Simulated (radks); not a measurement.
The numbers below are computed, except where a source is named.
Spin polarisation of the 4d4 shell in neutral niobium. Start: [Kr] 4d(up 2, down 2) 5s(up 0.5, down 0.5); electrons of 4d are moved from spin down to spin up, other shells keep equal spins. Level of theory: scalar-relativistic Kohn-Sham, SCAN, spin-polarised, spherical densities, finite nucleus; meta-GGA in the generalised Kohn-Sham scheme; Fermi nuclear charge, rms radius of each element as measured or else 0.836 A^(1/3) + 0.57 fm (a radial shooting solver on a logarithmic mesh with Libxc functionals).

\begin{tabular}{lrrrr}
moment (Bohr magnetons) & E - E(0) (eV) & e(4d up) (eV) & e(4d down) (eV) & 5s down minus up (eV) \\ \hline
0 & 0.000 & -2.977 & -2.977 & 0.000 \\
1 & -0.200 & -3.331 & -2.564 & 0.411 \\
2 & -0.773 & -3.622 & -2.083 & 0.808 \\
3 & -1.735 & -3.838 & -1.522 & 1.239 \\
\end{tabular}

At moment 3 the spin-polarisation energy is -1.735 eV and the 4d exchange splitting 2.316 eV, that is 0.772 eV per Bohr magneton; E = -I m^2/4 would give I = 0.771 eV.
